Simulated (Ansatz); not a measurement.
Abridged output of a molecular run in Ansatz:

```
Functional definition: HF
2362 factors; integrals over basis functions are off by at most 1.2e-3 eV
mean field evaluation 1: about -64844.3654 eV, gradient 5.6e1 eV
mean field evaluation 2: about -64844.3778 eV, gradient 5.6e1 eV
mean field evaluation 4: about -64851.4742 eV, gradient 6.5e0 eV
mean field evaluation 8: about -64851.5802 eV, gradient 3.1e-1 eV
mean field evaluation 16: about -64851.4610 eV, gradient 6.5e0 eV
mean field -64851.58057380 eV, -2383.2516281071 hartree, gradient 2.4e-6 eV, S^2 0.000000; 0 other end points of the search recorded, 0 dependent functions left out
18 core orbitals not correlated: weight in the atoms' cores, before any rotation towards them, 1.000 or more for the frozen orbitals, at most 0.000 for the correlated occupied ones
reference -64851.58057380 eV, -2383.2516281071 hartree; 35, 35 occupied and 180, 180 virtual orbitals, 2362 factors
second order -44.19419668 eV of doubles, -0.00000000 eV of singles
cycle   1  -44.92395619 eV  change   -7.3e-1 eV  update   1.6e-1
cycle   2  -46.13844202 eV  change    -1.2e0 eV  update   4.8e-2
cycle   3  -46.45131577 eV  change   -3.1e-1 eV  update   2.7e-2
cycle   4  -46.43919086 eV  change    1.2e-2 eV  update   6.6e-3
cycle   5  -46.43732201 eV  change    1.9e-3 eV  update   3.3e-3
cycle   6  -46.43819396 eV  change   -8.7e-4 eV  update   1.0e-3
cycle   7  -46.43742025 eV  change    7.7e-4 eV  update   3.6e-4
cycle   8  -46.43728020 eV  change    1.4e-4 eV  update   9.6e-5
cycle   9  -46.43729338 eV  change   -1.3e-5 eV  update   3.6e-5
perturbative correction -1.34356754 eV, -0.0493751965 hartree
Total energy: -64899.36143472 eV, -2385.0075423588 hartree
```

Its atoms:

Z-matrix (Å, degrees):
```
C
C 1 1.513
H 1 1.093 2 110.7
H 1 1.093 2 110.5 3 -120.0
H 1 1.094 2 110.7 3 119.4
O 2 1.414 1 112.6 3 176.5
H 2 1.096 1 110.0 3 57.9
H 2 1.098 1 109.7 3 -59.6
Ga 6 1.774 2 122.3 1 64.1
O 9 1.773 6 120.0 2 -174.1
O 9 1.774 6 120.1 2 4.8
C 10 1.414 9 122.3 6 -1.9
C 11 1.414 9 122.1 6 174.4
C 12 1.513 10 112.6 9 -65.5
H 12 1.098 10 110.8 9 57.7
H 12 1.096 10 106.5 9 173.8
C 13 1.513 11 112.6 9 -64.8
H 13 1.096 11 106.5 9 174.6
H 13 1.098 11 110.8 9 58.5
H 14 1.093 12 110.5 10 -56.7
H 14 1.093 12 110.7 10 -176.7
H 14 1.094 12 110.7 10 63.9
H 17 1.093 13 110.5 11 -56.4
H 17 1.093 13 110.7 11 -176.4
H 17 1.094 13 110.7 11 64.2
```

Task: Which basis set was used?
A. def2-SVP
B. def2-TZVPP
C. def2-TZVPPD
D. def2-QZVPP

Result: A. It gives 233 functions.

Task: Write the keys of the input that set method, charge and spin (a neutral closed shell needs none for the last two).

Result: 
```yaml
correlation: {method: ccsd_t}
```
